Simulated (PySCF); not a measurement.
Compound: methylcycloheptane, C8H16.
Bonds: C1–C2, C2–C3, C3–C4, C4–C5, C5–C6, C6–C7, C7–C8, C2–C8. Hydrogens: H9, H10, H11 on C1; H12 on C2; H13, H14 on C3; H15, H16 on C4; H17, H18 on C5; H19, H20 on C6; H21, H22 on C7; H23, H24 on C8.

The same species was optimised twice, with GFN2-xTB and with PBE0-D3(BJ)/def2-SVP (PySCF), and the same property calculations (PySCF, gas phase) were run on both structures.

```
  coordinate  GFN2-xTB  PBE0-D3(BJ)/def2-SVP  change
   C1–C2 (Å)     1.529                 1.525  -0.004
   C3–C4 (Å)     1.530                 1.529  -0.001
   C5–C6 (Å)     1.526                 1.525  -0.001
   C2–C8 (Å)     1.536                 1.537  +0.001
   C2–C3 (Å)     1.533                 1.534  +0.001
   C6–C7 (Å)     1.528                 1.528   0.000
   C4–C5 (Å)     1.528                 1.528   0.000
   C7–C8 (Å)     1.530                 1.530   0.000
C2–C3–C4 (°)     115.2                 116.9    +1.7
C4–C5–C6 (°)     114.6                 116.2    +1.6
C5–C6–C7 (°)     114.5                 116.1    +1.6
C2–C8–C7 (°)     115.6                 116.6    +1.0
C1–C2–C8 (°)     110.6                 111.4    +0.8
C6–C7–C8 (°)     112.6                 113.5    +0.9
C3–C4–C5 (°)     112.9                 113.7    +0.8
C3–C2–C8 (°)     114.1                 114.5    +0.4
```

Rotational constants: A = 3007, B = 1702, C = 1264 MHz (GFN2-xTB) against A = 2945, B = 1696, C = 1251 MHz (PBE0-D3(BJ)/def2-SVP). Point groups within 0.08 Å: C1 and C1.

On the GFN2-xTB structure: HOMO (eV) -8.36 [PBE0/pcSseg-1]; LUMO (eV) 1.43 [PBE0/pcSseg-1]; dipole (D) 0.09 [PBE0/pcSseg-1]; GIAO shielding of C1 (ppm) 161.7 [PBE0/pcSseg-1]; GIAO shielding of C2 (ppm) 152.0 [PBE0/pcSseg-1]; GIAO shielding of C3/C8 (mean) (ppm) 148.3 [PBE0/pcSseg-1]; GIAO shielding of C4/C7 (mean) (ppm) 160.3 [PBE0/pcSseg-1]; GIAO shielding of C5/C6 (mean) (ppm) 150.3 [PBE0/pcSseg-1].

Q: What do these properties become on the PBE0-D3(BJ)/def2-SVP structure?

A: 
```
                                    property          level  on GFN2-xTB  on PBE0-D3(BJ)/def2-SVP  change
                                   HOMO (eV)  PBE0/pcSseg-1        -8.36                    -8.37   -0.01
                                   LUMO (eV)  PBE0/pcSseg-1         1.43                     1.35   -0.08
                                  dipole (D)  PBE0/pcSseg-1         0.09                     0.09    0.00
energy, GFN2-xTB geometry as zero (kcal/mol)  PBE0/pcSseg-1          0.0                     -0.9    -0.9
                  GIAO shielding of C1 (ppm)  PBE0/pcSseg-1        161.7                    159.9    -1.8
                  GIAO shielding of C2 (ppm)  PBE0/pcSseg-1        152.0                    151.6    -0.4
        GIAO shielding of C3/C8 (mean) (ppm)  PBE0/pcSseg-1        148.3                    146.9    -1.4
        GIAO shielding of C4/C7 (mean) (ppm)  PBE0/pcSseg-1        160.3                    158.9    -1.4
        GIAO shielding of C5/C6 (mean) (ppm)  PBE0/pcSseg-1        150.3                    149.4    -0.9
```

The heavy atoms differ by 0.024 Å rms after alignment. Among bonds between heavy atoms C1–C2 changes most (-0.004 Å). Changes are differences of the printed values. Neither structure is proved a minimum here.
